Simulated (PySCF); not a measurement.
# Field gradients at the hydrogen positions

Compound: C5H7FS2Si.
Atom-mapped SMILES: `[CH:1]#[C:2][C@@H:3]1[SiH2:4][S:5][CH2:6][S:7][C@H:8]1[F:9]` (hydrogens: H10 on C1; H11 on C3; H12, H13 on Si4; H14, H15 on C6; H16 on C8)

Geometry (GFN2-xTB, Å), atoms numbered from 1 in this order:
```xyz
16
C5H7FS2Si angstrom
C      2.636    0.166    1.274
C      1.871    0.088    0.357
C      0.900    0.012   -0.710
Si    -0.259    1.548   -0.669
S     -1.483    1.407    1.086
C     -2.014   -0.329    0.899
S     -0.698   -1.571    0.995
C      0.123   -1.296   -0.618
F     -0.815   -1.339   -1.622
H      3.324    0.227    2.063
H      1.429    0.003   -1.670
H      0.536    2.745   -0.480
H     -1.111    1.511   -1.855
H     -2.680   -0.543    1.731
H     -2.539   -0.450   -0.046
H      0.773   -2.170   -0.745
```

Level: PBE0/pcSseg-1 (PySCF, non-relativistic); Q(2H) = 0.00286 b; rigid geometry, the same for H and D, with no vibrational averaging.

Task: Rank these positions by the coupling χzz of a deuteron there, largest first.
A. H11 (methine hydrogen)
B. H12 (Si–H hydrogen)
C. H10 (alkyne hydrogen)
D. H15 (methylene hydrogen)
E. H16 (methine hydrogen)
F. H13 (Si–H hydrogen)

Result: C (267 kHz), D (204 kHz), A (199 kHz), E (189 kHz), B (115 kHz), F (110 kHz).

Task: Tabulate Vzz, the asymmetry η and χzz = 234.96 MHz × Q × Vzz for every hydrogen position.

Result: 
```json
{"atom": "H10", "bonded to": "C1", "bond length (Å)": "1.049", "Vzz (au)": "0.3973", "η": "0.01", "χzz (kHz)": "267"}
{"atom": "H11", "bonded to": "C3", "bond length (Å)": "1.096", "Vzz (au)": "0.2962", "η": "0.03", "χzz (kHz)": "199"}
{"atom": "H12", "bonded to": "Si4", "bond length (Å)": "1.450", "Vzz (au)": "0.1707", "η": "0.02", "χzz (kHz)": "115"}
{"atom": "H13", "bonded to": "Si4", "bond length (Å)": "1.460", "Vzz (au)": "0.1631", "η": "0.01", "χzz (kHz)": "110"}
{"atom": "H14", "bonded to": "C6", "bond length (Å)": "1.087", "Vzz (au)": "0.3091", "η": "0.05", "χzz (kHz)": "208"}
{"atom": "H15", "bonded to": "C6", "bond length (Å)": "1.088", "Vzz (au)": "0.3033", "η": "0.02", "χzz (kHz)": "204"}
{"atom": "H16", "bonded to": "C8", "bond length (Å)": "1.096", "Vzz (au)": "0.2806", "η": "0.05", "χzz (kHz)": "189"}
```

Task: Average by the element that carries the hydrogen.

Result: on C: 213 kHz over 5 positions, mean bond length 1.083 Å; on Si: 112 kHz over 2 positions, mean bond length 1.455 Å.

Task: Give the 2H NMR doublet splittings at H12 for a magnetic field along the z, y and x axes of the gradient: 3χ/2, 3χ(1 + η)/4, 3χ(1 − η)/4.

Result: With |χ| = 114.7 kHz and η = 0.024: 172, 88 and 84 kHz, to first order and without motion.

The structure is a single GFN2-xTB conformer in the gas phase; no vibrational or solvent corrections. GFN2-xTB bond lengths can be off by several hundredths of an ångström, more for odd bonds, and the gradients follow them. A larger basis could move these couplings by a tenth or more.
